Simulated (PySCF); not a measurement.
All values below come from TPSSh-D3(BJ)/def2-TZVP // r2SCAN-D4/def2-SVP in PySCF. Isolated molecules, 0 K electronic values unless said otherwise. 

Reference species: [Ag(CO)(H)] (neutral, multiplicity 1).

| Quantity | Result |
|---|---|
| charge on the central atom (Mulliken) | -0.04 e |
| dipole moment | 3.63 D |

Changed species: [Ag(NH3)(CH3)] (L = NH3, X = CH3; the reference has L = CO, X = H).

Task: What does the change do to the charge on the central atom (Mulliken) and dipole moment?

Result: the charge on the central atom (Mulliken) increases by 0.20 e, to 0.16 e; the dipole moment rises by 2.62 D, to 6.25 D.
